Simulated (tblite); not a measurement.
CH₄GeN (doublet state).
Bonds: N1–C2 (double), C2–Ge3. Hydrogens: H4 on C2; H5, H6, H7 on Ge3.
Bond orders are those of one Lewis drawing.

Computed with GFN2-xTB (tblite), gas phase: L-BFGS steps from a force-field or distance-geometry start until the largest atomic force falls under 0.01 eV/Å.

The end geometry, which sets the zero of energy:
```
atom  x, y, z in Å
N1      1.7954   -1.0897   -0.0070
C2      1.2328   -0.0250   -0.0306
Ge3    -0.7999    0.0254    0.0094
H4      1.6796    0.9713   -0.0697
H5     -1.3552   -0.7968   -1.1082
H6     -1.2587    1.4533   -0.1277
H7     -1.2907   -0.5338    1.3067
```

Question: These geometries come from the run, each turned onto the end geometry. Order them by energy, lowest first.
A.
```
atom  x, y, z in Å
N1      1.7798   -1.1003   -0.0021
C2      1.2450   -0.0214   -0.0302
Ge3    -0.8022    0.0393    0.0099
H4      1.7107    0.9662   -0.0748
H5     -1.3438   -0.7949   -1.1108
H6     -1.3038    1.4528   -0.1260
H7     -1.2824   -0.5371    1.3069
```
B.
```
atom  x, y, z in Å
N1      1.7252   -1.1064    0.0013
C2      1.2356   -0.0075   -0.0313
Ge3    -0.7892    0.0449    0.0099
H4      1.7393    0.9560   -0.0781
H5     -1.3082   -0.7921   -1.1123
H6     -1.3431    1.4461   -0.1230
H7     -1.2563   -0.5364    1.3063
```
C.
```
atom  x, y, z in Å
N1      1.6634   -1.0696    0.0034
C2      1.1856   -0.0333   -0.0335
Ge3    -0.7864    0.0882    0.0087
H4      1.7570    0.9191   -0.0790
H5     -1.2411   -0.8287   -1.1259
H6     -1.3711    1.4931   -0.1216
H7     -1.2042   -0.5640    1.3208
```
D.
```
atom  x, y, z in Å
N1      1.6785   -1.1077    0.0044
C2      1.1898    0.0009   -0.0343
Ge3    -0.8055    0.0796    0.0084
H4      1.7540    0.9257   -0.0793
H5     -1.2411   -0.8215   -1.1190
H6     -1.3686    1.4870   -0.1212
H7     -1.2039   -0.5594    1.3138
```
E.
```
atom  x, y, z in Å
N1      1.6848   -1.1225    0.0029
C2      1.2329   -0.0041   -0.0304
Ge3    -0.7995    0.0616    0.0093
H4      1.7423    0.9608   -0.0806
H5     -1.2720   -0.8010   -1.1119
H6     -1.3573    1.4531   -0.1206
H7     -1.2277   -0.5431    1.3042
```

Answer: A (0.002 eV), B (0.008 eV), E (0.014 eV), D (0.040 eV), C (0.291 eV).

In the order of the answer:

```csv
step,E above end (eV),largest force (eV/Å),rms force component (eV/Å),rms distance from end (Å),rms bond change (Å),bond most changed (Å)
18,0.002,0.11,0.039,0.024,0.006,C2–Ge3 +0.015
12,0.008,0.22,0.073,0.054,0.005,C2–Ge3 -0.008
8,0.014,0.21,0.062,0.076,0.002,Ge3–H7 -0.004
3,0.040,0.63,0.197,0.095,0.018,C2–Ge3 -0.036
1,0.291,7.26,2.183,0.100,0.041,N1=C2 -0.063
```

The cost below is that of the whole relaxation. On one thread, Arm Neoverse V1 (aarch64), no GPU (shared host), this took under 0.1 s of wall time.
